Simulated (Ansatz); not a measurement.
Relaxation of Al2H8O2Si (13 atoms, charge 0, multiplicity 1), to a largest force component of 0.03 eV/Å in at most 50 steps.

Computed with RKS B3LYP/def2-SVP in Ansatz 0.2.0.

```xyz
13
Properties=species:S:1:pos:R:3
Al -0.148 -0.150 0.062
O -0.855 -0.418 1.649
Si -1.706 -1.191 2.837
H -2.845 -1.973 2.265
H -0.830 -2.132 3.597
H -2.252 -0.180 3.791
H 1.364 -0.571 -0.123
H -1.130 0.278 -1.098
O 0.267 2.306 1.673
Al 1.319 3.513 2.310
H 1.564 3.577 3.877
H 1.944 4.490 1.247
H -0.210 1.626 2.203
```

Question: Where does it end, and by what steps?

Answer: The forces met the threshold. The force dipped under the threshold on the way, but the program's further checks kept it going. After 19 steps the energy has fallen by 0.728 eV; H12 moved furthest, 1.13 Å. Joined: Al1–O9 (2.97 → 1.98 Å).

| step | energy less start (eV) | largest force component (eV/Å) | accepted |
| --- | --- | --- | --- |
| 0 | 0.0000 | 0.890 | yes |
| 1 | -0.1745 | 0.580 | yes |
| 2 | -0.3952 | 0.553 | yes |
| 3 | -0.5836 | 0.469 | yes |
| 4 | -0.6279 | 0.345 | yes |
| 5 | -0.6486 | 0.175 | yes |
| 6 | -0.6749 | 0.193 | yes |
| 7 | -0.6976 | 0.148 | yes |
| 8 | -0.7078 | 0.480 | yes |
| 9 | -0.7149 | 0.193 | yes |
| 10 | -0.7166 | 0.269 | yes |
| 11 | -0.7162 | 0.381 | no |
| 12 | -0.7252 | 0.065 | yes |
| 13 | -0.7255 | 0.126 | yes |
| 14 | -0.7273 | 0.047 | yes |
| 15 | -0.7275 | 0.041 | yes |
| 16 | -0.7278 | 0.012 | yes |
| 17 | -0.7278 | 0.036 | yes |
| 18 | -0.7280 | 0.030 | yes |
| 19 | -0.7281 | 0.027 | yes |

```xyz
13
Properties=species:S:1:pos:R:3
Al -0.041 0.451 0.691
O -0.933 -0.294 2.009
Si -1.840 -1.455 2.740
H -2.846 -2.051 1.808
H -0.988 -2.566 3.267
H -2.579 -0.866 3.901
H 1.370 -0.198 0.337
H -0.916 1.127 -0.455
O 0.426 1.960 1.891
Al 1.384 3.435 1.821
H 1.442 4.254 3.161
H 2.039 3.723 0.428
H -0.035 1.653 2.692
```

Whether the end is a true minimum wasn't checked by a vibrational analysis.

The run took 40 s on 4 threads of Arm Neoverse V1, with other jobs on the host, peak memory 0.3 GiB.
